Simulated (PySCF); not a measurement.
C₄H₁₂GeO₂, singlet, at a GFN2-xTB geometry, atoms displaced at random by about 0.08 Å a coordinate; PBE0/STO-3G, gradient by finite differences (PySCF).

PySCF was given this input:
```python
from pyscf import gto, scf, dft

mol = gto.M(
    atom='''
C    -1.99050565   -1.62980568   -0.96073455
O    -0.61183400   -0.99504658   -0.96944241
Ge   -0.13437713    0.17065844    0.25988550
C    -0.93550112    1.93683030   -0.19880260
C    -0.29795289   -0.49848806    2.01388850
O     1.50305483    0.49636225   -0.10780075
C     2.49660947   -0.51268247   -0.70415954
H    -1.78043163   -2.16292536   -1.94872820
H    -2.31362569   -2.09622279   -0.15690286
H    -2.61790253   -0.85488882   -1.20817007
H    -1.91956972    2.08641181    0.25086985
H    -0.33261930    2.87478882    0.41642731
H    -0.90253335    2.19054026   -1.07920931
H    -0.00733939   -1.51644751    2.13216213
H     0.28096594    0.06068852    2.71177334
H    -1.34750465   -0.57508104    2.45079612
H     3.38024439    0.06967278   -1.05341233
H     1.92200696   -1.14063375   -1.21652770
H     2.81540069   -1.12856250    0.28839623
''',
    basis='sto-3g',
    verbose=4,
)

mf = dft.RKS(mol)
mf.xc = 'pbe0'
mf.conv_tol = 1e-11
mf.kernel()
scan, done = mf.as_scanner(), []
scan.scf_summary = {}
def energy(d):
    c = mol.atom_coords()
    c[17, 0] += d
    e = scan(mol.set_geom_(c, unit='Bohr', inplace=False))
    done.append(scan.converged)
    return e
h = 0.2
fd = (energy(h) - energy(-h)) / (2 * h)
print('dE/dx =', fd)
```

What the program printed (banner, timings and long lists left out):

```
PySCF version 2.14.0

[INPUT] verbose = 4
[INPUT] num. atoms = 19
[INPUT] num. electrons = 84
[INPUT] charge = 0
[INPUT] spin (= nelec alpha-beta = 2S) = 0
[INPUT] symmetry False subgroup None
[INPUT] Mole.unit = angstrom
[INPUT] Symbol           X                Y                Z      unit          X                Y                Z       unit  Magmom
[...]
nuclear repulsion = 631.947914695491
number of shells = 38
number of NR pGTOs = 180
number of NR cGTOs = 60
basis = sto-3g
ecp = {}

******** <class 'pyscf.dft.rks.RKS'> ********
method = RKS
initial guess = minao
damping factor = 0
level_shift factor = 0
DIIS = <class 'pyscf.scf.diis.CDIIS'>
diis_start_cycle = 1
diis_space = 8
diis_damp = 0
SCF conv_tol = 1e-11
SCF conv_tol_grad = None
SCF max_cycles = 50
direct_scf = True
direct_scf_tol = 1e-13
XC library pyscf.dft.libxc version 7.1.2
    S. Lehtola, C. Steigemann, M. J. T. Oliveira, and M. A. L. Marques,  SoftwareX 7, 1–5 (2018)
XC functionals = pbe0
    C. Adamo and V. Barone,  J. Chem. Phys. 110, 6158 (1999)
    M. Ernzerhof and G. E. Scuseria,  J. Chem. Phys. 110, 5029 (1999)
radial grids:
    Treutler-Ahlrichs [JCP 102, 346 (1995); DOI:10.1063/1.469408] (M4) radial grids

becke partition: Becke, JCP 88, 2547 (1988); DOI:10.1063/1.454033
pruning grids: <function nwchem_prune>
grids dens level: 3
symmetrized grids: False
atomic radii adjust function: <function treutler_atomic_radii_adjust>
small_rho_cutoff = 0
Set gradient conv threshold to 3.16228e-06
Initial guess from minao.
tot grids = 222976
init E= -2356.64333882276
[...]
cycle= 1 E= -2358.24135735193  delta_E= -1.6  |g|= 0.869  |ddm|= 5.07
[...]
cycle= 2 E= -2358.17494846302  delta_E= 0.0664  |g|= 1.07  |ddm|= 2.88
[...]
cycle= 3 E= -2358.54610106526  delta_E= -0.371  |g|= 0.136  |ddm|= 1.65
[...]
cycle= 4 E= -2358.55168162042  delta_E= -0.00558  |g|= 0.04  |ddm|= 0.251
[...]
cycle= 5 E= -2358.55216915064  delta_E= -0.000488  |g|= 0.00973  |ddm|= 0.0668
[...]
cycle= 6 E= -2358.55219962538  delta_E= -3.05e-05  |g|= 0.00124  |ddm|= 0.0149
[...]
cycle= 7 E= -2358.55220000434  delta_E= -3.79e-07  |g|= 0.000698  |ddm|= 0.00273
[...]
cycle= 8 E= -2358.55220016198  delta_E= -1.58e-07  |g|= 7.19e-05  |ddm|= 0.00105
[...]
cycle= 9 E= -2358.55220016354  delta_E= -1.55e-09  |g|= 3.33e-05  |ddm|= 0.000154
[...]
cycle= 10 E= -2358.55220016392  delta_E= -3.82e-10  |g|= 4.32e-06  |ddm|= 5.2e-05
[...]
cycle= 11 E= -2358.55220016392  delta_E= -2.73e-12  |g|= 2.37e-06  |ddm|= 9.96e-06
[...]
Extra cycle  E= -2358.55220016392  delta_E= -1.36e-12  |g|= 2.15e-06  |ddm|= 6.7e-06
converged SCF energy = -2358.55220016392
Create scanner for <class 'pyscf.dft.rks.RKS'>

WARN: Mole.unit (angstrom) is changed to Bohr

New geometry
   1 C     -1.990505650000  -1.629805680000  -0.960734550000 AA   -3.761510527899  -3.079886371461  -1.815525177907 Bohr
   2 O     -0.611834000000  -0.995046580000  -0.969442410000 AA   -1.156198693697  -1.880365517385  -1.831980648438 Bohr
   3 Ge    -0.134377130000   0.170658440000   0.259885500000 AA   -0.253935973105   0.322497712446   0.491112418746 Bohr
   4 C     -0.935501120000   1.936830300000  -0.198802600000 AA   -1.767840906024   3.660078816759  -0.375682466851 Bohr
   5 C     -0.297952890000  -0.498488060000   2.013888500000 AA   -0.563049360123  -0.942005909766   3.805697710411 Bohr
   6 O      1.503054830000   0.496362250000  -0.107800750000 AA    2.840361978905   0.937988711073  -0.203713893523 Bohr
   7 C      2.496609470000  -0.512682470000  -0.704159540000 AA    4.717908138296  -0.968829457166  -1.330668678600 Bohr
   8 H     -1.780431630000  -2.162925360000  -1.948728200000 AA   -3.364528164213  -4.087336558276  -3.682562589217 Bohr
   9 H     -2.313625690000  -2.096222790000  -0.156902860000 AA   -4.372118908858  -3.961286969172  -0.296503433561 Bohr
  10 H     -2.617902530000  -0.854888820000  -1.208170070000 AA   -4.947118802506  -1.615505736753  -2.283110544197 Bohr
[...]
converged SCF energy = -2358.53881716426
[...]
   4 C     -0.935501120000   1.936830300000  -0.198802600000 AA   -1.767840906024   3.660078816759  -0.375682466851 Bohr
   5 C     -0.297952890000  -0.498488060000   2.013888500000 AA   -0.563049360123  -0.942005909766   3.805697710411 Bohr
   6 O      1.503054830000   0.496362250000  -0.107800750000 AA    2.840361978905   0.937988711073  -0.203713893523 Bohr
   7 C      2.496609470000  -0.512682470000  -0.704159540000 AA    4.717908138296  -0.968829457166  -1.330668678600 Bohr
   8 H     -1.780431630000  -2.162925360000  -1.948728200000 AA   -3.364528164213  -4.087336558276  -3.682562589217 Bohr
   9 H     -2.313625690000  -2.096222790000  -0.156902860000 AA   -4.372118908858  -3.961286969172  -0.296503433561 Bohr
  10 H     -2.617902530000  -0.854888820000  -1.208170070000 AA   -4.947118802506  -1.615505736753  -2.283110544197 Bohr
  11 H     -1.919569720000   2.086411810000   0.250869850000 AA   -3.627461047808   3.942746903958   0.474075309411 Bohr
  12 H     -0.332619300000   2.874788820000   0.416427310000 AA   -0.628559380745   5.432563535762   0.786933566689 Bohr
  13 H     -0.902533350000   2.190540260000  -1.079209310000 AA   -1.705540849786   4.139521156234  -2.039410026981 Bohr
  14 H     -0.007339390000  -1.516447510000   2.132162130000 AA   -0.013869437021  -2.865670476179   4.029202478869 Bohr
  15 H      0.280965940000   0.060688520000   2.711773340000 AA    0.530948676931   0.114684681705   5.124508924497 Bohr
  16 H     -1.347504650000  -0.575081040000   2.450796120000 AA   -2.546414740078  -1.086745665030   4.631333453947 Bohr
  17 H      3.380244390000   0.069672780000  -1.053412330000 AA    6.387736131197   0.131662472537  -1.990660799940 Bohr
  18 H      1.816171517816  -1.140633750000  -1.216527700000 AA    3.432066763908  -2.155485395936  -2.298904175947 Bohr
  19 H      2.815400690000  -1.128562500000   0.288396230000 AA    5.320336235012  -2.132674039454   0.544989890057 Bohr

******** <class 'pyscf.scf.hf.RKS_Scanner'> ********
method = RKS_Scanner
initial guess = minao
damping factor = 0
level_shift factor = 0
DIIS = <class 'pyscf.scf.diis.CDIIS'>
diis_start_cycle = 1
diis_space = 8
diis_damp = 0
SCF conv_tol = 1e-11
SCF conv_tol_grad = None
SCF max_cycles = 50
direct_scf = True
direct_scf_tol = 1e-13
XC library pyscf.dft.libxc version 7.1.2
    S. Lehtola, C. Steigemann, M. J. T. Oliveira, and M. A. L. Marques,  SoftwareX 7, 1–5 (2018)
XC functionals = pbe0
    C. Adamo and V. Barone,  J. Chem. Phys. 110, 6158 (1999)
    M. Ernzerhof and G. E. Scuseria,  J. Chem. Phys. 110, 5029 (1999)
radial grids:
    Treutler-Ahlrichs [JCP 102, 346 (1995); DOI:10.1063/1.469408] (M4) radial grids

becke partition: Becke, JCP 88, 2547 (1988); DOI:10.1063/1.454033
pruning grids: <function nwchem_prune>
grids dens level: 3
symmetrized grids: False
atomic radii adjust function: <function treutler_atomic_radii_adjust>
small_rho_cutoff = 0
Set gradient conv threshold to 3.16228e-06
tot grids = 222976
init E= -2358.53192902474
[...]
cycle= 1 E= -2358.55557174211  delta_E= -0.0236  |g|= 0.0363  |ddm|= 0.186
[...]
cycle= 2 E= -2358.55591835422  delta_E= -0.000347  |g|= 0.0273  |ddm|= 0.108
[...]
cycle= 3 E= -2358.55616702671  delta_E= -0.000249  |g|= 0.00648  |ddm|= 0.048
[...]
cycle= 4 E= -2358.55617931633  delta_E= -1.23e-05  |g|= 0.00205  |ddm|= 0.0113
[...]
cycle= 5 E= -2358.55618066942  delta_E= -1.35e-06  |g|= 0.000352  |ddm|= 0.00342
[...]
cycle= 6 E= -2358.55618071205  delta_E= -4.26e-08  |g|= 0.000108  |ddm|= 0.000712
[...]
cycle= 7 E= -2358.55618071548  delta_E= -3.44e-09  |g|= 3.42e-05  |ddm|= 0.000186
[...]
cycle= 8 E= -2358.55618071588  delta_E= -3.92e-10  |g|= 5.33e-06  |ddm|= 5.59e-05
[...]
cycle= 9 E= -2358.55618071588  delta_E= -8.64e-12  |g|= 1.72e-06  |ddm|= 9.34e-06
[...]
Extra cycle  E= -2358.55618071589  delta_E= -5.46e-12  |g|= 1.55e-06  |ddm|= 4.58e-06
converged SCF energy = -2358.55618071589
dE/dx = 0.043408879067783346
```
